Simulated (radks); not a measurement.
Fractional charge and spin in the 4s shell of zinc: the spin-up occupation runs from 0 to 1 and the spin-down occupation from 0 to 1; the fullest corner is Zn, [Ar] 3d10 4s(up 1, down 1). Method: scalar-relativistic Kohn-Sham, PBEsol, spin-polarised, spherical densities, point nucleus; computed with a radial shooting solver on a logarithmic mesh with Libxc functionals. Energy (eV) above the fullest corner. The planes named below are the two flat planes that join the four corners, with an edge along up + down = one added electron.

down \ up,0,0.5,1
0,28.249,17.870,9.561
0.5,17.870,9.900,3.878
1,9.561,3.878,0.000

Corners above the fullest one (they belong to Zn+ and the next ion): (up 1, down 0) 9.561 eV, (up 0, down 1) 9.561 eV, (up 0, down 0) 28.249 eV. With half an added electron in each spin the energy lies 0.339 eV from the planes (fractional-spin error, the static-correlation error of a stretched bond), and with half an added electron in spin up alone -1.035 eV (fractional-charge error). For a frontier s shell over closed shells the exact functional lies on the planes.
